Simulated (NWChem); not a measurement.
SeO, triplet; SMILES O=[Se]

Results from NWChem. Spin-unrestricted. This build's default masses of Se (78.918 u) and Br (79.917 u) are each other's, which moves their modes by up to 0.6 %. No stability test was run on the SCF state. Each level has its own optimisation; frequencies are unscaled.

| level | basis functions | r O–Se (Å) | highest harmonic frequency (cm⁻¹) | zero-point energy (kcal/mol) | dipole (D) |
|---|---|---|---|---|---|
| PBE0/STO-3G | 23 | 1.712 | 929 | 1.3 | 0.11 |
| PBE0/def2-SVP | 46 | 1.642 | 957 | 1.4 | 2.15 |
| PBE0/def2-SVPD | 64 | 1.644 | 951 | 1.4 | 2.20 |
| PBE0/def2-TZVP | 79 | 1.633 | 975 | 1.4 | 2.13 |
| PBE0/def2-TZVPD | 97 | 1.632 | 979 | 1.4 | 2.09 |
| PBE0/def2-TZVPP | 79 | 1.633 | 975 | 1.4 | 2.13 |
